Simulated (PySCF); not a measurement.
**Bonding in `N#C[C@@]1([SiH3])CCCSC1`**

Compound: C₆H₁₁NSSi.
Atom-mapped SMILES: `[N:1]#[C:2][C@@:3]1([SiH3:4])[CH2:5][CH2:6][CH2:7][S:8][CH2:9]1` (hydrogens: H10, H11, H12 on Si4; H13, H14 on C5; H15, H16 on C6; H17, H18 on C7; H19, H20 on C9)

Structure used (GFN2-xTB), in Å, numbered top down from 1:
```xyz
20
C6H11NSSi angstrom
N      1.2184    0.9686    2.4601
C      0.9632    0.6962    1.3780
C      0.6876    0.3375    0.0151
Si     2.3768    0.3895   -0.9255
C      0.0960   -1.0808   -0.0252
C     -1.2314   -1.1869    0.7256
C     -2.3049   -0.3120    0.1012
S     -1.8722    1.4499    0.2497
C     -0.2663    1.3508   -0.6107
H      2.9046    1.7470   -0.8442
H      2.0779    0.0200   -2.3101
H      3.2642   -0.5877   -0.3033
H     -0.0540   -1.3713   -1.0694
H      0.8101   -1.7797    0.4167
H     -1.0860   -0.8896    1.7670
H     -1.5694   -2.2266    0.7129
H     -2.4396   -0.5403   -0.9584
H     -3.2574   -0.4239    0.6164
H     -0.4643    1.0893   -1.6526
H      0.1416    2.3605   -0.5670
```

Bond orders from the PBE0/pcSseg-1 density (PySCF). Isolated species at its GFN2-xTB geometry (one conformer only).

(1) Where do the orders between heavy atoms depart from those drawn in the SMILES?

(2) Give the Mayer order of every bond between heavy atoms, beside its length.

Results:

(1) The largest departure is 0.194, at C3–Si4 (drawn single, 0.806). Drawn single, order below 0.88: C3–Si4 (0.806).

(2) 
| bond | drawn as | length (Å) | Mayer order |
| --- | --- | --- | --- |
| N1–C2 | triple | 1.145 | 3.035 |
| C2–C3 | single | 1.436 | 0.945 |
| C3–Si4 | single | 1.934 | 0.806 |
| C3–C5 | single | 1.537 | 0.987 |
| C5–C6 | single | 1.529 | 1.041 |
| C6–C7 | single | 1.519 | 1.015 |
| C7–S8 | single | 1.820 | 1.001 |
| S8–C9 | single | 1.825 | 1.021 |
| C9–C3 | single | 1.526 | 0.984 |

By pair of heavy elements: C–C: lowest C2–C3 (0.945, 1.436 Å), highest C5–C6 (1.041, 1.529 Å); in 5 of the 10 pairs the longer bond (by over 0.003 Å) has the higher order (by 0.02 or more). C–S: lowest C7–S8 (1.001, 1.820 Å), highest S8–C9 (1.021, 1.825 Å); in 1 of the 1 pairs the longer bond (by over 0.003 Å) has the higher order (by 0.02 or more).

Q: And the bonds to hydrogen?

A: H–Si: 0.94 to 0.95 (3 bonds); C–H: 0.93 to 0.95 (8 bonds).

Q: Sum the orders of all bonds at each heavy atom with more than one neighbour and set the sums beside the valence in the SMILES.

A: C2 3.980 (drawn 4), C3 3.722 (drawn 4), Si4 3.637 (drawn 4), C5 3.910 (drawn 4), C6 3.931 (drawn 4), C7 3.894 (drawn 4), S8 2.022 (drawn 2), C9 3.870 (drawn 4). Orders between atoms that aren't bonded are not in these sums.

Mayer orders depend on the basis set.

These values come from a run that also computed NMR shieldings. The run took 53 s of wall time on an Arm Neoverse V1 with one thread, on a shared host, and the process peaked at 1.0 GiB of memory.
